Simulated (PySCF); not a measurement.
Al(All)(Cl)2, C3H5AlCl2, SMILES C=C[CH2][Al]([Cl])[Cl], B3LYP/def2-SVP optimised geometry.

```
11

Al    -0.02     0.28     0.00
C     -1.04    -1.39     0.12
C     -0.91    -1.79     1.56
C     -1.77    -1.48     2.54
H     -0.62    -2.15    -0.56
H     -2.08    -1.19    -0.17
H      0.00    -2.34     1.82
H     -2.70    -0.93     2.35
H     -1.58    -1.78     3.58
Cl     2.08     0.28     0.00
Cl    -0.99     2.15     0.00
```

Density from B3LYP/def2-TZVP (PySCF) at that geometry.

Minimum of the electron density along straight lines between bonded atoms, close to the bond critical point (lines longer than 1.1 times the sum of covalent radii, or with two minima, are not listed):

| bond | length / Å | ρ at the minimum / e bohr⁻³ | ∇²ρ there / e bohr⁻⁵ | position (fraction from the first atom) |
|---|---|---|---|---|
| Al1–C2 | 1.955 | 0.088 | 0.23 | 0.41 |
| C2–C3 | 1.504 | 0.253 | -0.63 | 0.49 |
| C3–C4 | 1.342 | 0.347 | -1.05 | 0.51 |
| C2–H5 | 1.102 | 0.269 | -0.89 | 0.64 |
| C2–H6 | 1.102 | 0.269 | -0.89 | 0.64 |
| C3–H7 | 1.098 | 0.279 | -0.97 | 0.65 |
| C4–H8 | 1.096 | 0.277 | -0.96 | 0.64 |
| C4–H9 | 1.093 | 0.279 | -0.97 | 0.65 |
| Al1–Cl10 | 2.108 | 0.074 | 0.29 | 0.38 |
| Al1–Cl11 | 2.106 | 0.074 | 0.29 | 0.38 |
